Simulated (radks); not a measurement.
Problem. These are the eigenvalues of the occupied orbitals of an atom or ion with whole-number occupations (eV). All-electron calculation, non-relativistic Kohn-Sham, LB94 model potential, spin-polarised, spherical densities, point nucleus. Program: a radial shooting solver on a logarithmic mesh with Libxc functionals.

orbital  eigenvalue
1s        -4955.444
2s        -609.7640
2p        -522.4806
3s        -121.4896
3p         -98.2252

Which element is it, and in what charge state? The configuration may be excited. Open shells, if any, are filled with parallel spins first.

Solution. Z = 22, titanium, charge +4: Ti4+ in [Ar]. The list shows which subshells hold electrons but not how many an open one holds; the 1s level, -182.11 hartree, gives Z - s = 19.1 by -(Z - s)^2/2, which with screening narrows Z to a few neighbours, and the depths of the outer levels then fix element, charge and occupations together.
